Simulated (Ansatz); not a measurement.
`[CH3][GeH]` + NH₃ → `[NH2][GeH]` + CH₄ at 400 K and 1 bar (ligand exchange at a Ge–C bond).

Computed with Ansatz on PBE0-D4/def2-TZVP structures; ΔE is electronic, products minus reactants. CCSD(T)/CBS is the MP2 limit (def2-TZVPP, def2-QZVPP) plus CCSD(T) − MP2 in def2-TZVPP, frozen cores. This one scheme is used for every species. For Ge outer-core shells are correlated without core-valence functions, which leaves a few kJ/mol of doubt a bond. Scalar relativity is left out up to krypton.

```csv
species,CCSD(T)/CBS energy (Eh),H − E (kJ/mol),S (J/(mol·K))
`[CH3][GeH]`,-2116.52215,127.5,291.3
NH₃,-56.50880,104.2,203.1
`[NH2][GeH]`,-2132.60664,102.2,275.6
CH₄,-40.46206,131.3,197.2
```

H − E and S are ideal-gas, rigid-rotor, harmonic terms from PBE0-D4/def2-TZVP. 1 Eh = 2625.50 kJ/mol, R = 8.31446 J/(mol·K).

Task: By hand: ΔE, ΔH, ΔS and ΔG.

Result: ΔE = (-2132.60664) + (-40.46206) − (-2116.52215) − (-56.50880) = -0.03775 Eh = -99.1 kJ/mol. Δ(H − E) = 102.2 + 131.3 − 127.5 − 104.2 = 1.8, so ΔH = -97.3 kJ/mol. ΔS = 275.6 + 197.2 − 291.3 − 203.1 = -21.6 J/(mol·K). ΔG = -97.3 − 400 × (-21.6)/1000 = -88.7 kJ/mol.

Task: By hand: the equilibrium constant, and the temperature at which ΔG would vanish if ΔH and ΔS stayed fixed.

Result: log₁₀ K = −ΔG/(RT ln 10) = 11.6. ΔG = 0 at ΔH/ΔS = 4505 K, far beyond where these terms or the molecules hold.

ΔH outweighs TΔS. A doubt of 5 kJ/mol in ΔE shifts log₁₀ K by 0.7 here. These are equilibria of isolated gas molecules and say nothing of rates. Largest T1 diagnostic: 0.015 (customary marks: 0.02 for closed shells, 0.045 for open ones).
